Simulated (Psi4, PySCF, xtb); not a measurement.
Two rigid molecules brought together: H2 ··· C3H6 (SMILES [H][H] and C1CC1), singlet. Monomers: optimised at B3LYP-D3(BJ) (def2-TZVP), held rigid. Orientation: lowest of the rigid-body minima from ten starts at GFN2-xTB. The monomers approach along the line of their centres of mass (distance R); nothing else relaxes.

Levels of theory: GFN1-xTB (xtb); RKS-B3LYP/6-31G* = restricted B3LYP/6-31G*, spherical d, no counterpoise correction in PySCF; RHF/STO-3G = restricted Hartree-Fock/STO-3G, no counterpoise correction (PySCF 2.14.0); SAPT0/jun-cc-pVDZ, frozen core (Psi4).

Interaction energies in kcal/mol:

```
R / Å  GFN1-xTB  RKS-B3LYP/6-31G*  RHF/STO-3G
-----  --------  ----------------  ----------
3.10       1.94              1.40        2.38
3.35       0.53              0.29        0.85
3.51       0.12              0.00        0.41
3.73      -0.12             -0.15        0.12
3.92      -0.19             -0.17        0.02
4.14      -0.20             -0.15       -0.03
4.40      -0.17             -0.11       -0.03
4.70      -0.14             -0.06       -0.03
5.25      -0.08             -0.02       -0.02
5.91      -0.04             -0.01       -0.01
6.93      -0.02             -0.01        0.00
8.27       0.00              0.00        0.00
```

Problem. Estimate the SAPT0/jun-cc-pVDZ values at these points.

Solution. 3.10: 1.22; 3.35: 0.11; 3.51: -0.19; 3.73: -0.34; 3.92: -0.35; 4.14: -0.30; 4.40: -0.24; 4.70: -0.17; 5.25: -0.09; 5.91: -0.04; 6.93: -0.02; 8.27: -0.01 (kcal/mol).
